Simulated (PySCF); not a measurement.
Gas-phase reaction: 4 GaCl3 + 3 GaF = GaF3 + 6 GaCl2

Energies from PySCF, thermal terms from the rigid-rotor harmonic-oscillator model, ideal gas at 1 bar. † marks an energy on the PBE0/def2-TZVP geometry and frequencies; other levels use their own. MP2 and CCSD(T) freeze the core. 6-31G* has spherical d functions here. Open shells (unrestricted): GaCl2 (multiplicity 2); the rest are closed-shell singlets. B3LYP is the form with VWN-RPA correlation. Ga: all electrons, no relativistic terms. GaCl2: computed as isolated molecules; such fragments, hydroxides, amides, oligomers or adducts are transient or little studied in the gas. MP2 isn't extrapolated to the basis-set limit; its ΔH°(298 K) is 639.9 kJ in def2-SVP and 642.4 kJ in def2-TZVPP. CCSD(T) isn't extrapolated to the basis-set limit; its ΔH°(298 K) is 664.9 kJ in def2-SVP and 653.0 kJ in def2-TZVPP. The harmonic model lacks anharmonicity and excited electronic states, which grow with temperature; levels with a mode under 35 cm⁻¹ are left out. Soft modes under 120 cm⁻¹ make the harmonic entropy rough for GaCl2.

| level | ΔE electronic, kJ | ΔH°(298 K), kJ | ΔS°(298 K), J/K | ΔG°(1400 K), kJ |
|---|---|---|---|---|
| B3LYP/6-31G* | 595 | 590 | 127 | 423 |
| BLYP/def2-TZVP† | 605 | 601 | 121 | 443 |
| CCSD(T)/def2-TZVPP† | 657 | 653 | 121 | 496 |
| HF/def2-TZVP† | 459 | 455 | 121 | 298 |
| MP2/def2-TZVPP† | 647 | 642 | 121 | 485 |
| PBE/def2-SVP | 590 | 585 | 125 | 422 |
| PBE0/def2-SVP† | 597 | 592 | 121 | 435 |
| PBE0/def2-TZVP | 597 | 593 | 121 | 435 |
| r2SCAN/def2-TZVP† | 568 | 564 | 121 | 406 |
ΔH° is lowest at HF/def2-TZVP† and highest at CCSD(T)/def2-TZVPP†. No reference value is set beside these.
